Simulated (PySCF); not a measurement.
B3LYP has the VWN-RPA correlation part, as in Gaussian. Excitations are Tamm–Dancoff values on a coarser integration grid. The basis has no diffuse functions, so Rydberg states are missing or too high.

Cartesian coordinates (Å):
SMILES: C=CN=[SiH2]
```xyz
9

C     -1.3596    -0.0055     0.9552
C     -0.8237     0.6143    -0.1036
N      0.5010     0.6616    -0.4479
Si     1.6875    -0.3560    -0.7269
H     -2.4145     0.0898     1.1688
H     -0.7485    -0.5684     1.6499
H     -1.4710     1.2145    -0.7424
H      1.6024    -1.8357    -0.7584
H      3.0264     0.1854    -0.9948
```
Charge 0, multiplicity 1.

Task: Estimate the dipole moment, T1 excitation (TDA) and S1 excitation (TDA) that PySCF with B3LYP-D3(BJ)/def2-TZVP returns for this input.

Result: 
The dipole moment is 2.30 D, the T1 excitation (TDA) is 2.27 eV and the S1 excitation (TDA) comes out as 2.91 eV.
